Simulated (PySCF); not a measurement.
# Frontier orbitals and the lowest excitations

Species: phenylmethanimine, C₇H₇N.
Cartesian coordinates in Å at the PBE0-D3(BJ)/def2-SVP level; atoms count from 1:
```xyz
15
C7H7N angstrom
N      2.9649   -0.5898   -0.0864
C      2.1301    0.3522    0.0786
C      0.6511    0.3008    0.0733
C     -0.0581   -0.8893   -0.1385
C     -1.4478   -0.8953   -0.1347
C     -2.1522    0.2910    0.0814
C     -1.4590    1.4811    0.2929
C     -0.0664    1.4838    0.2883
H      2.4844   -1.4838   -0.2397
H      2.5441    1.3611    0.2528
H      0.4831   -1.8244   -0.3089
H     -1.9887   -1.8300   -0.3009
H     -3.2448    0.2850    0.0843
H     -2.0059    2.4115    0.4620
H      0.4811    2.4161    0.4538
```

Computed with PySCF, TDDFT B3LYP/def2-SVPD, vertical, gas phase, core orbitals frozen in the response.

Frontier orbitals with the atoms that hold most of them (Löwdin shares over 4%, at most four atoms; ? is withheld):

| orbital | ε (eV) | atoms |
| --- | --- | --- |
| LUMO+2 | 0.46 | C6 10%, C5 10%, C7 10%, C4 9% |
| LUMO+1 | -0.87 | C5 21%, C8 21%, C7 16%, C4 16% |
| LUMO | ? | N1 19%, C2 16%, C6 14%, C3 13% |
| HOMO | -7.22 | ? |
| HOMO-1 | -7.46 | ? |
| HOMO-2 | -7.55 | C8 21%, C5 21%, C4 20%, C7 19% |
| HOMO-3 | -9.41 | N1 30%, C2 25%, C6 11%, C7 8% |

Problem. Give the leading atoms of the HOMO-1.

Solution. N1 (bonded to C and H) 62%; C2 (bonded to C, N and H) 15%; H9 (bonded to N) 8%; C3 (bonded to 3 C) 7%. By element: nitrogen 62%, carbon 22% or more, hydrogen 8% or more.

Problem. Give the leading atoms of the HOMO.

Solution. C6 (bonded to 2 C and H) 19%; C3 (bonded to 3 C) 19%; N1 (bonded to C and H) 16%; C4 (bonded to 2 C and H) 10%. By element: carbon 48% or more, nitrogen 16%.

Problem. What is the LUMO energy, and the HOMO–LUMO gap?

Solution. ε(LUMO) = -1.79 eV; the gap is 5.43 eV (0.1995 hartree).

Problem. How does S1 compare with the orbital gap of 5.43 eV?

Solution. S1 is at 4.45 eV (f = 0.0020), 0.98 eV below the gap, made of HOMO-1→LUMO (98%). Its leading pair isn't HOMO and LUMO; the energies of that pair differ by 5.67 eV. Without the coupling terms of the response equations the lowest excitation would equal the gap.

Problem. Give energy, strength and leading configuration of S1, S2, S3, S4 and S6, and follow the Löwdin shares of the leading atoms from the occupied to the empty orbital.

Solution. 
- S1 (4.45 eV, f 0.0020), HOMO-1→LUMO (98%): N1 62% → 19%, C2 15% → 16%
- S2 (4.89 eV, f 0.014), HOMO-2→LUMO (70%): C8 21% → at most 13%, C5 21% → at most 13%, N1 at most 19% → 19%, C2 at most 19% → 16%
- S3 (5.18 eV, f 0.247), HOMO→LUMO (90%): C6 19% → 14%, C3 19% → 13%, N1 16% → 19%, C2 at most 10% → 16%
- S4 (5.78 eV, f 0.0000), HOMO-1→LUMO+1 (100%): N1 62% → at most 16%, C2 15% → at most 16%, C5 at most 7% → 21%, C8 at most 7% → 21%
- S6 (6.56 eV, f 0.436), HOMO-2→LUMO+1 (82%): C8 21% → 21%, C5 21% → 21%

Löwdin shares depend on the basis, the more so with diffuse functions.

On x86-64 server, one thread, shared host, this took 7.1 min wall.

One conformer stands for the species.
